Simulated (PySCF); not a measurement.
# How the method changes the constants of ZnN⁺

State: ³Σ⁻ (triplet), unpaired electrons π ↑↑. Set-up: Zn def2-SVP, N def2-SVP; no relativity (PySCF 2.14). De refers to Zn⁺ + N in their high-spin ground configurations, without counterpoise correction. The functionals are run spin-unrestricted. A positive dipole points towards N; it is taken about the centre of mass and depends on that origin. Levels whose curve was spin-contaminated or gave no clean fit are not listed.

```
       Level  Re (Å)  ωe (cm⁻¹)  De (eV)  μ (D)
        ROHF   1.959        548    -1.25  -4.90
    ROHF-MP2   1.967        517    0.236    n/a
ROHF-SCS-MP2   1.985        494    0.298    n/a
   ROHF-CCSD   2.069        367     0.53    n/a
ROHF-CCSD(T)   2.081        360     0.70    n/a
         PBE   1.956        482     1.58  -2.52
        TPSS   1.953        489     1.44  -2.84
```

(1) What does second-order correlation do here, going from ROHF to ROHF-MP2?

Correlated steps freeze 6 core orbitals. Correlated levels converge slowly with the basis: in double zeta they bind strong bonds too weakly, by up to about 1 eV, and carry superposition errors of some tenths. For an ion De counts to the pair picked by the measured ionisation energies or electron affinities, which need not be the lowest pair at this level. The CCSD T1 diagnostic is raised, a sign that a single reference may not be enough here. UHF is strongly spin-contaminated for ZnN⁺, so the ROHF reference used there is far from stable. A negative De means that the minimum lies above the separated atoms at that level. The state is the lowest determinant that a PBE0 search found; another state may lie lower at other levels.

Results:

(1) ROHF-MP2 less ROHF: +0.8 pm in Re, -5.7 % in ωe, +1.49 eV in De. Correlation nearly always deepens the well. The bond lengthens, as in strong covalent bonds, where excitations into antibonding orbitals dominate.
